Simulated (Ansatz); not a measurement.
Computed with Ansatz on PBE0-D4/def2-TZVP structures; ΔE is electronic, products minus reactants. CCSD(T)/CBS is the MP2 limit (def2-TZVPP, def2-QZVPP) plus CCSD(T) − MP2 in def2-TZVPP, frozen cores. Functionals use def2-TZVPP. B3LYP here is the variant with VWN-RPA as its local correlation; programs differ in this. def2 core potentials past Kr. For Ge, I outer-core shells are correlated without core-valence functions, which leaves a few kJ/mol of doubt a bond. Scalar relativity is left out up to krypton. Each species was taken in one conformer, which may not be the lowest.

Reaction (formal exchange of groups at a B–Ge bond): `N[B]([GeH3])CF` + `OI` → `NB(O)CF` + `[GeH3][I]`

Problem. Is it downhill or uphill in electronic energy at CCSD(T)/CBS, and by how much? (Best estimate.)

Solution. The calculation gave: Downhill: ΔE = -83.4 kcal/mol.

Problem. What do these levels give: PBE-D4, ωB97M-V, B2PLYP, PBE, PBE0, B3LYP, HF/def2-TZVPP, CCSD/def2-TZVPP, CCSD(T)/def2-TZVPP, MP2/def2-QZVPP, SCS-MP2/def2-QZVPP, MP2/CBS(def2)? (Estimate.)

Solution. Computed: PBE-D4 -78.9, ωB97M-V -84.8, B2PLYP -85.0, PBE -79.4, PBE0 -84.8, B3LYP -83.5, HF/def2-TZVPP -95.7, CCSD/def2-TZVPP -85.8, CCSD(T)/def2-TZVPP -84.1, MP2/def2-QZVPP -87.4, SCS-MP2/def2-QZVPP -85.7, MP2/CBS(def2) -87.2 kcal/mol.

Largest T1 diagnostic among the species: 0.012.

From PBE to PBE0 (25 % exact exchange), in def2-TZVPP and without D4, ΔE moves by −5.3 kcal/mol. The D4 term adds +0.8 kcal/mol with B3LYP and +0.5 kcal/mol with PBE0; it sums over pairs of atoms, weighted by their polarisabilities, and B3LYP, whose exchange is more repulsive, gets the larger term.
